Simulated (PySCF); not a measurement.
Cards and structures have been mixed up. Pair them.

Structures:
1. `[H][Si]([H])(N=C=S)N=C=S`
2. `C=C/C=C\S(=O)(=O)C(F)(F)F`
3. `N->[Si](<-N)(F)(F)(F)F`
4. `O=C1CCC[C@@H](F)O1`

Card P (geometry PBE0-D3(BJ)/def2-SVP):
* Rotational constants A, B, C: 3.119, 2.040, 1.571 GHz
* Static isotropic polarisability (PBE0/def2-SVPD): 63.5 au
* Strongest line among the 6 lowest singlet transitions (TDDFT PBE0/def2-SVPD): S3 at 7.75 eV (160 nm, f = 0.058)
* Lowest singlet excitation (TDDFT PBE0/def2-SVPD): 5.66 eV (219 nm, f = 0.002)
* HOMO energy (PBE0/def2-SVPD): -8.10 eV
* Point group: C1

Card Q (geometry PBE0-D3(BJ)/def2-SVP):
* Rotational constants A, B, C: 2.308, 2.047, 2.046 GHz
* Static isotropic polarisability (CAM-B3LYP/def2-SVPD): 46.4 au
* HOMO energy (CAM-B3LYP/def2-SVPD): -10.73 eV
* Dipole moment (CAM-B3LYP/def2-SVPD): 0.00 D
* Lowest triplet excitation (Tamm–Dancoff) (TDA CAM-B3LYP/def2-SVPD): 8.47 eV
* Strongest line among the 10 lowest singlet transitions (TDDFT CAM-B3LYP/def2-SVPD): S2 at 8.91 eV (139 nm, f = 0.249)
* Core binding energies (ΔSCF SCAN, pcX-2 on the ionised atom, pcseg-1 elsewhere, spin-free X2C, 2p3/2 from a spin–orbit splitting computed afterwards within the 2p shell): Si2p3/2 108.5, N1s 407.7 (×2), F1s 690.7 (×4), Si1s 1849.1 eV

Card R (geometry PBE0-D3(BJ)/def2-SVP):
* Rotational constants A, B, C: 1.544, 0.720, 0.637 GHz
* Static isotropic polarisability (CAM-B3LYP/def2-SVPD): 96.5 au
* Point group: C1
* Strongest line among the 10 lowest singlet transitions (TDDFT CAM-B3LYP/def2-SVPD): S1 at 5.37 eV (231 nm, f = 0.672)
* Lowest triplet excitation (Tamm–Dancoff) (TDA CAM-B3LYP/def2-SVPD): 3.00 eV

Card S (geometry PBE0-D3(BJ)/def2-SVP):
- Rotational constants A, B, C: 2.929, 0.499, 0.429 GHz
- Static isotropic polarisability (CAM-B3LYP/def2-SVPD): 114.2 au
- HOMO energy (CAM-B3LYP/def2-SVPD): -8.98 eV
- Strongest line among the 10 lowest singlet transitions (TDDFT CAM-B3LYP/def2-SVPD): S9 at 6.69 eV (185 nm, f = 0.471)
- Dipole moment (CAM-B3LYP/def2-SVPD): 2.16 D

All species are isolated and taken at one optimised geometry, non-relativistic unless stated; the electronic structure was computed with PySCF and density fitting.

Question: Which card belongs to which structure?

Answer: P = 4, Q = 3, R = 2, S = 1. What ties each card to its structure:
- 1 (card S), C2H2N2S2Si, monoisotopic mass 145.9 u, 7 heavy atoms: an asymmetric top with C = 0.429 GHz, the lowest such constant on the cards; polarisability 114.2 au for 74 electrons; dipole 2.16 D.
- 2 (card R), C5H5F3O2S, monoisotopic mass 186.0 u, 11 heavy atoms: an asymmetric top with C = 0.637 GHz; polarisability 96.5 au for 94 electrons.
- 3 (card Q), F4H6N2Si, monoisotopic mass 138.0 u, 7 heavy atoms: core lines of F, N and Si; a nearly prolate symmetric top with C = 2.046 GHz, the highest such constant on the cards; polarisability 46.4 au for 70 electrons; a dipole under 0.05 D.
- 4 (card P), C5H7FO2, monoisotopic mass 118.0 u, 8 heavy atoms: an asymmetric top with C = 1.571 GHz; polarisability 63.5 au for 62 electrons.
